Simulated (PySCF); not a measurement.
C2H8SSi.
SMILES with atom numbers: `[SiH3:1][CH2:2][CH2:3][SH:4]` (hydrogens: H5, H6, H7 on Si1; H8, H9 on C2; H10, H11 on C3; H12 on S4)

Method used: PySCF, PBE0-D3(BJ)/def2-SVP geometry optimisation, gas phase.

(1) List the bond lengths, angles and torsions at this level.

Answers

(1) 
```
                  bond  length (Å)   order
                Si1–C2       1.891  single
                 C2–C3       1.521  single
                 C3–S4       1.823  single
Si1–H5, Si1–H6, Si1–H7       1.496  single
          C2–H8, C2–H9       1.103  single
        C3–H10, C3–H11       1.102  single
                S4–H12       1.351  single
```

Bonds in one row agree within 0.01 Å and their mean is given. Orders are formal, as drawn. A selection of angles:
```
     angle  degrees
 C2–Si1–H5    110.3
 H5–Si1–H6    108.9
 H5–Si1–H7    108.2
 Si1–C2–C3    113.7
 Si1–C2–H8    108.7
 Si1–C2–H9    107.9
  C3–C2–H8    110.0
  H8–C2–H9    106.0
  C2–C3–S4    114.7
 C2–C3–H10    110.9
 S4–C3–H10    103.7
 S4–C3–H11    109.1
H10–C3–H11    106.4
 C3–S4–H12     96.4
```

Torsions: Si1–C2–C3–S4 -176° (antiperiplanar); H12–S4–C3–C2 -63° (synclinal). The mirror-image conformer, all signs reversed, is as good.

S4 (thiol sulfur) is bent (angle 96.4°). Si1 (SiH3 silicon) is tetrahedral (angles from 108.2° to 110.4°).

No PBE0-D3(BJ)/def2-SVP frequencies stand behind this structure, so it isn't proved a minimum. The numbers are those of one conformer (Si1–C2–C3–S4 -176°, C2–C3–S4–H -63°).
